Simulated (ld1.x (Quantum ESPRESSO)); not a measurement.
## What one change does to a pseudopotential (Hf (Z = 72), RRKJ)

* Element: Hf (Z = 72)
* Generator: ld1.x (Quantum ESPRESSO) 7.5
* Type: norm-conserving RRKJ (Kleinman–Bylander form)
* Functional: LDA (PZ)
* Relativity: scalar-relativistic
* Frozen core: [Xe] 4f14
* Valence charge: 4
* Reference configuration: 5d2 6s2 6p0
* Partial waves: 6p (bound, empty): rc 3.10 bohr; 5d (bound): rc 1.90 bohr; 6s (bound): rc 2.65 bohr
* Local potential: the s channel
* Core correction: a·sin(br)/r model core inside 1.25 bohr
* rho0: 0.01

All-electron outer shells of the reference configuration (LDA (PZ), scalar-relativistic, ld1.x):

```csv
shell,level (eV),outermost node (bohr),outermost maximum (bohr)
5p,-35.71,0.60,1.16
4f,-17.03,–,0.45
6s,-5.27,1.37,2.89
5d,-2.87,0.67,1.71
6p,-1.47,1.66,4.05
```

Change: core correction a·sin(br)/r model core inside 1.84 bohr.

Cutoffs: the cutoffs (Ry, on a coarse ladder) from which the occupation-weighted sum of valence levels, in a spherical-Bessel basis at the reference potential, stays within 10 and 1 mRy of its value at 400 Ry; they do not see the model core or the augmentation charge, which bear on the density cutoff. Errors are all-electron minus pseudo energies relative to the spin-unpolarised reference configuration.

Question: What does the change do?

Answer: The potential gets neither clearly harder nor softer (21 Ry and 40 Ry → 21 Ry and 40 Ry); of the 9 tests that both files solve, the error grows in 2 and shrinks in 0 by more than 15 % and 0.3 meV (median size 7.9 → 43.6 meV); neither file shows a bound ghost. A wider model core is smoother and lowers the density cutoff, which this test does not measure.

```tsv
quantity	base	changed
cutoff, loose	21 Ry	21 Ry
cutoff, tight	40 Ry	40 Ry
bound ghosts	none	none
error for 5d2 6s1 6p0, meV [ΔE 8.20 eV]	-7.9	-7.6
error for 5d2 6s0 6p0, meV [ΔE 22.70 eV]	-46	-45
error for 5d1 6s0 6p0, meV [ΔE 44.80 eV]	-290	-280
error for 5d2 6s1 6p1, meV [ΔE 3.91 eV]	-4.6	-4.6
error for 5d2 6s1.5 6p0, meV [ΔE 3.35 eV]	-2.2	-2.2
error for 5d3 6s0 6p0, meV [ΔE 10.23 eV]	-87	-76
error for 5d2 6s0 6p2, meV [ΔE 8.07 eV]	-18	-18
error for 5d2 6s2 6p0 (spin-polarised), meV [ΔE -0.44 eV]	-2.4	+44
error for 5d2 6s1 6p0 (spin-polarised), meV [ΔE 7.06 eV]	-0.3	+62
s: phases at 3.33 bohr within 0.05 rad from the reference energy up to (Ry; the scan ends near 5)	1.7	1.7
p: phases at 3.33 bohr within 0.05 rad from the reference energy up to (Ry; the scan ends near 5)	1.8	1.8
d: phases at 3.33 bohr within 0.05 rad from the reference energy up to (Ry; the scan ends near 5)	1.0	1.0
```
